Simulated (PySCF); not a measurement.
Geometry (Å), atoms numbered from 1 in this order:
```xyz
20

C     3.278    0.022   -0.064
C     2.117    0.634   -0.285
C     0.775    0.065    0.061
C     0.019   -0.395   -1.202
Si   -1.704   -0.961   -0.722
Cl   -2.993   -0.972   -2.353
C    -2.251    0.288    0.562
C    -1.062    0.629    1.466
O     0.066    1.068    0.757
H     4.231    0.466   -0.364
H     3.322   -0.956    0.427
H     2.084    1.617   -0.771
H     0.925   -0.809    0.730
H     0.584   -1.187   -1.717
H    -0.066    0.456   -1.899
H    -1.684   -2.348   -0.171
H    -2.587    1.199    0.039
H    -3.101   -0.080    1.159
H    -1.326    1.448    2.153
H    -0.798   -0.246    2.097
```

PySCF 2.14 calculation with PBE0-D3(BJ)/def2-SVP geometry and shielding tensors at PBE/pcSseg-1 (GIAO); non-relativistic, single conformer, gas phase.

References, each an isolated molecule treated in the same way: ¹³C (σref 180.03) and ¹H (σref 31.20) and ²⁹Si (σref 334.61) against TMS; ³⁵Cl (σref 933.68) against HCl; H2O for ¹⁷O (σref 334.63).

| atoms | nucleus | count | δ (ppm) |
| --- | --- | --- | --- |
| H20 | ¹H | 1 | 3.43 |
| H19 | ¹H | 1 | 4.43 |
| H13 | ¹H | 1 | 3.45 |
| C7 | ¹³C | 1 | 20.4 |
| C3 | ¹³C | 1 | 86.9 |
| C2 | ¹³C | 1 | 149.8 |
| O9 | ¹⁷O | 1 | 86.6 |
| H12 | ¹H | 1 | 6.08 |
| Si5 | ²⁹Si | 1 | ? |
| H10 | ¹H | 1 | 5.13 |
| C8 | ¹³C | 1 | ? |
| H16 | ¹H | 1 | 5.34 |
| H14 | ¹H | 1 | ? |
| H11 | ¹H | 1 | ? |
| Cl6 | ³⁵Cl | 1 | 8 |
| C1 | ¹³C | 1 | 118.0 |
| H18 | ¹H | 1 | 0.97 |
| H15 | ¹H | 1 | ? |
| C4 | ¹³C | 1 | 28.0 |
| H17 | ¹H | 1 | ? |

Estimate the values marked ?.

## Answers


- C8: 70.8 ppm, sp3 CH2 bonded to O; the inductive effect lowers its shielding
- H11: 5.20 ppm, hydrogen on a terminal =CH2 carbon; attached to an sp2 carbon and in the plane of the double bond
- H17: 1.14 ppm, hydrogen on an sp3 CH2 bonded to Si
- H14: 1.06 ppm, hydrogen on an sp3 CH2 bonded to Si
- H15: 1.03 ppm, hydrogen on an sp3 CH2 bonded to Si
- Si5: 9.9 ppm, silicon bonded to 2 C, Cl, H, in a 6-membered ring

Shifts are as computed. Against solution values, carbons near 30 ppm lie about +2 ppm off and those near 130 ppm about +2 ppm. Of 1309 compounds with measured shifts, 239 miss one by over three times the rms of a fit or turn the order of signals round; such compounds aren't used in these exercises. Experimental scales use liquid or dissolved standards, which lie at an offset from isolated H2O (liquid H2O: subtract about 36 ppm).
